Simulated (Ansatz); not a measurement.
Pulling on the Sn1–O2 bond in SnO (multiplicity 1 held). Energies count from the point at 1.832 Å.


Restricted levels (R-, RO-) in cc, def2 and unpolarised 6-31G sets keep to the state of the molecule at rest. Unrestricted levels (U-) break spin symmetry where that is lower. Active spaces are followed from rest. Left out are points that failed, MP2 points that dive below the minimum, coupled-cluster points behind a jump of the amplitudes or a sharp parting from full CI or MRCI, small-basis points behind a change of solution, and semi-empirical points at long bonds. Levels need not reach the same state.

Correlated levels freeze the cores. Filled d and f shells under p-block atoms count as core.

Codes used: Ansatz (Gaussian basis) for Hartree–Fock, density functionals and correlated methods. Values without a source in brackets are computed. In def2 rows elements past Kr take small-core potentials, without spin–orbit coupling.

Energies in kcal/mol.

```tsv
R (Å)	U-PBE/def2-TZVPP	R-B3LYP/def2-TZVPP	CASSCF(10,8)/def2-TZVPP	FIC-MRCISD+Q on CASSCF(10,8)/def2-TZVPP
1.465	117.6	114.5	120.4	121.7
1.649	22.1	20.0	21.8	22.6
1.832	0.0	0.0	0.0	0.0
2.015	8.1	10.6	9.6	8.4
2.198	27.2	32.4	30.2	27.3
2.473	58.3	68.6	63.4	57.2
2.748	82.3	100.9	89.8	81.3
3.206	108.0	141.3	115.1	106.9
3.663	121.6	167.5	124.4	118.4
4.213	130.1	left out	124.9	123.2
4.946	134.4	201.2	125.2	123.7
5.862	136.3	210.0	125.4	123.9
7.327	137.2	216.4	125.5	124.0
```

Doubts at one or more of the structures used: a spin-contaminated determinant (U-PBE/def2-TZVPP); a restricted determinant that unrestricted orbitals would lower (R-B3LYP/def2-TZVPP).

Ansatz is an electronic-structure program.
